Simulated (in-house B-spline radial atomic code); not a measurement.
## HSE06 excitations of Br VI (Br5+)

Method: HSE06. Computed with a B-spline radial code for spherical atoms: linear response of the closed shell [Ar] 3d10 4s2 with the functional's adiabatic kernel; non-relativistic, point nucleus, no spin-orbit coupling, no double excitations, S, P, D and F terms only; shells from n = 2 respond. Only terms of natural parity with L up to 3 were computed.

Without relativity these are model numbers for so heavy an element.

Command:
```bash
python run_td.py task.json out
```
Settings (radii: box in bohr, nucleus in fm):
```
Z                        35
electrons                30
configuration            [Ar] 3d10 4s2
hamiltonian              nr
method                   hse06
box_radius               16.35
intervals                54
```

Cost of the run: 2 s on 1 thread of Arm Neoverse N1, on a shared host.

The lowest states, in the order of their Tamm-Dancoff energies; the method's threshold (minus the highest occupied level) is 80.93 eV. Labels give the largest channel, * marks a mixed state, and oscillator strengths are full-response dipole values. Semilocal kernels can invert the small singlet-triplet splittings of Rydberg terms. Energies in eV:

```tsv
state	full response	Tamm-Dancoff	oscillator strength
4s → 4p 3P	12.317	12.529	-
4s → 4p 1P	17.908	18.556	1.53
4s → 4d 3D	35.39	35.43	-
4s → 4d 1D	37.23	37.26	-
4s → 5s 3S	43.62	43.62	-
4s → 5s 1S	44.69	44.72	-
4s → 5p 3P	48.98	48.99	-
4s → 5p 1P	?	?	?
4s → 4f 3F	53.16	53.19	-
4s → 4f 1F	53.66	53.67	-
4s → 5d 3D	57.35	57.35	-
4s → 5d 1D	57.72	57.73	-
4s → 6s 3S	60.32	60.32	-
4s → 6s 1S	?	?	-
4s → 6p 3P	62.69	62.69	-
4s → 6p 1P	62.82	62.84	0.0363
```

(1) Where does 4s → 6s 1S lie?

(2) Where does 4s → 5p 1P lie?

(3) How large is the singlet-triplet splitting of 4s → 4p (P terms) in Tamm-Dancoff?

(4) What polarisabilities and dispersion coefficient does the method give?

Answers

(1) At 60.61 eV in full response, 60.62 eV in Tamm-Dancoff.

(2) At 49.47 eV in full response, 49.52 eV in Tamm-Dancoff, oscillator strength 0.0806.

(3) 6.03 eV, from the unrounded values.

(4) Dipole 3.879 bohr³, quadrupole 5.234 bohr⁵, C6 8.754 hartree·bohr⁶ for two such species.
